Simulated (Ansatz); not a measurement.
A nudged elastic band was laid between two geometries of FH₄NSn (7 atoms, charge 0, multiplicity 1).

Method: Ansatz 0.2.0, RKS r2SCAN/def2-mTZVP.

```
movable images  : 6
climbing image  : no
spring          : 5.0 eV/Å²
optimiser       : quadratic models (default)
start path      : through a guess of the saddle point
force threshold : 0.05 eV/Å
iteration limit : 60
end points      : relaxed
```

Image 0:

```xyz
7
Properties=species:S:1:pos:R:3
Sn -0.681 -0.015 0.326
F -0.094 0.866 1.973
N 0.879 -0.224 -0.942
H 1.643 -0.786 -0.576
H -1.817 1.055 -0.354
H -1.206 -1.552 0.835
H 1.275 0.655 -1.262
```

Image 7:

```xyz
7
Properties=species:S:1:pos:R:3
Sn -1.134 0.040 -0.250
F 1.866 -0.643 1.569
N 0.744 0.302 -0.514
H 1.588 -0.246 0.721
H -2.404 0.510 -1.306
H -1.637 -0.745 1.168
H 0.977 0.781 -1.387
```

Problem. What changes between the two ends?

Solution. Bonds broken: Sn1–F2, N3–H4. Bonds formed: F2–H4. FH4NSn becomes FH + H3NSn.

Problem. What energy profile does the band end with?

Solution. It converged. The highest image is number 5 of 0 to 7, 58.6 kcal/mol above the first end and 1.2 kcal/mol above the last; the last end lies 57.4 kcal/mol above the first. Neighbouring images differ by up to 1.4 eV, so the band resolves the path poorly. No image climbed, so the highest image needn't sit at the top of the path. The orbitals stay closed-shell, which can raise the energy where a bond breaks towards radicals; this wasn't checked here.

```json
{"image": "0", "path coordinate (Å)": "0.00", "energy (kcal/mol)": "0.0", "Sn1–F2 (Å)": "1.96", "N3–H4 (Å)": "1.02", "F2–H4 (Å)": "3.50"}
{"image": "1", "path coordinate (Å)": "0.62", "energy (kcal/mol)": "0.9", "Sn1–F2 (Å)": "1.95", "N3–H4 (Å)": "1.02", "F2–H4 (Å)": "3.08"}
{"image": "2", "path coordinate (Å)": "1.23", "energy (kcal/mol)": "6.3", "Sn1–F2 (Å)": "1.97", "N3–H4 (Å)": "1.02", "F2–H4 (Å)": "2.43"}
{"image": "3", "path coordinate (Å)": "1.85", "energy (kcal/mol)": "23.8", "Sn1–F2 (Å)": "2.09", "N3–H4 (Å)": "1.03", "F2–H4 (Å)": "1.84"}
{"image": "4", "path coordinate (Å)": "2.47", "energy (kcal/mol)": "57.0", "Sn1–F2 (Å)": "2.56", "N3–H4 (Å)": "1.17", "F2–H4 (Å)": "1.35"}
{"image": "5", "path coordinate (Å)": "3.09", "energy (kcal/mol)": "58.6", "Sn1–F2 (Å)": "3.09", "N3–H4 (Å)": "1.60", "F2–H4 (Å)": "0.99"}
{"image": "6", "path coordinate (Å)": "3.70", "energy (kcal/mol)": "57.7", "Sn1–F2 (Å)": "3.40", "N3–H4 (Å)": "1.60", "F2–H4 (Å)": "0.98"}
{"image": "7", "path coordinate (Å)": "4.32", "energy (kcal/mol)": "57.4", "Sn1–F2 (Å)": "3.57", "N3–H4 (Å)": "1.59", "F2–H4 (Å)": "0.98"}
```

Problem. What is the geometry of the highest image?

Solution. 
```xyz
7
Properties=species:S:1:pos:R:3:forces:R:3
Sn -0.998 -0.063 -0.214 -0.03 0.00 -0.02
F 1.440 -0.085 1.684 0.05 -0.02 0.00
N 0.842 -0.076 -0.776 -0.01 0.02 0.02
H 1.460 -0.088 0.698 0.01 -0.01 0.02
H -2.287 0.892 -0.837 -0.01 -0.02 -0.03
H -1.489 -1.199 0.949 -0.01 0.03 0.01
H 1.032 0.618 -1.504 -0.01 0.01 0.00
```

Run time: 110 s on 2 threads of Arm Neoverse V2, with other jobs on the host, peak memory 0.16 GiB.
